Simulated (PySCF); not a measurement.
Two-component Hartree-Fock for Cu⁺ (copper, charge +1)

Start: [Ar] 3d9 4p1; 3d3/2 filled at m_j = -3/2, -1/2, +1/2, +3/2; 3d5/2 filled at m_j = -3/2, -1/2, +1/2, +3/2, +5/2; 4p3/2 filled at m_j = +3/2. Calculated with PySCF 2.14 in x2c-TZVPall-2c with one added diffuse shell each of s, p, d type (7s8p5d1f, 63 functions): generalised Hartree-Fock with the X2C-1e Hamiltonian and a Gaussian nucleus; one run each with spin-orbit coupling (SO) switched off, then screened by Boettger's factors. This is a chosen level, not necessarily the ground level.

```csv
spinor shell,electrons,"ε, spin-free (eV)","ε, screened SO (eV)",weight of nominal j (screened SO),"rms radius, screened SO (bohr)"
1s1/2,2,-9064.8,-9064.7,1.000,0.0601
2s1/2,2,-1151.4,-1151.3,1.000,0.254
2p1/2,2,-991.88,-1006.2,0.999,0.226
2p3/2,4,-991.88,-984.90,1.000,0.229
3s1/2,2,-157.76,-157.77,1.000,0.763
3p1/2,2,-108.73,-111.75,0.949,0.803
3d3/2,4,-30.732,-31.387,0.817,1.03
3d5/2,5,-30.732,-30.259,0.854,1.05
4p3/2,1,-11.213,-11.183,1.000,3.55
```

Q: Where does 3p3/2 lie, and what is the 3p spin-orbit splitting (screened SO)?

A: At -107.27 eV, 4.476 eV above 3p1/2.

```
   quantity    spin-free  screened SO
E (hartree)  -1652.64342  -1652.68717
        M_J            4            4
       ⟨J²⟩       20.007       20.007
       ⟨L²⟩       12.006       12.008
       ⟨S²⟩        2.001        2.003
```

Each row is a mean over spinors that exchange with the open shell spreads, by up to 7.584 eV (3p3/2).

Rows whose weight is well below 1 are mixtures of j = l ± 1/2: exchange outweighs spin-orbit coupling there, and the label is only the starting occupation.

Without spin-orbit coupling the j labels of p, d and f shells carry no meaning; the spin-free column gives the mean over the occupied spinors of each nl shell.
